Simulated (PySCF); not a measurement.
Correlation energy of Cr³⁺ (chromium, charge +3)

[Ar] 3d3, high-spin 4F determinant. All numbers are calculated (PySCF 2.14, scalar relativity by spin-free X2C-1e, in aug-cc-pVDZ-DK). Frozen: [Ar]; 3 electrons correlated.

```tsv
level	correlation energy (mhartree)
CCSD	-13.17
(T)	-0.04
CCSD(T)	-13.21
```

Diagnostics: T1 = 0.0025, D1 = 0.0036, largest double amplitude 0.020.

Cost of the coupled-cluster step: of the order of 0.9 core-seconds, for 3 correlated electrons.

Iterations:

```
CC2 = 0
CCSD nocc = (np.int64(3), np.int64(0)), nmo = (50, 50)
frozen orbitals [[0, 1, 2, 3, 4, 5, 6, 7, 8], [0, 1, 2, 3, 4, 5, 6, 7, 8]]
max_cycle = 100
direct = 0
conv_tol = 1e-08
conv_tol_normt = 1e-06
diis_space = 8
diis_start_cycle = 0
Init t2, MP2 energy = -0.0110323423432779
Init E_corr(UCCSD) = -0.0110323423434421
cycle = 1  E_corr(UCCSD) = -0.0127497740273715  dE = -0.00171743168  norm(t1,t2) = 0.00910963
cycle = 2  E_corr(UCCSD) = -0.0130641347245913  dE = -0.000314360697  norm(t1,t2) = 0.00260473
cycle = 3  E_corr(UCCSD) = -0.0131685848554752  dE = -0.000104450131  norm(t1,t2) = 0.00098546
cycle = 4  E_corr(UCCSD) = -0.0131634844435262  dE = 5.10041195e-06  norm(t1,t2) = 0.000230812
cycle = 5  E_corr(UCCSD) = -0.0131651258291367  dE = -1.64138561e-06  norm(t1,t2) = 2.08262e-05
cycle = 6  E_corr(UCCSD) = -0.0131650577899929  dE = 6.80391438e-08  norm(t1,t2) = 3.21023e-06
cycle = 7  E_corr(UCCSD) = -0.013165056734828  dE = 1.05516489e-09  norm(t1,t2) = 5.12336e-07
UCCSD converged
E(UCCSD) = -1047.792792874647  E_corr = -0.01316505673482803
UCCSD(T) correction = -4.4922752776985e-05
```
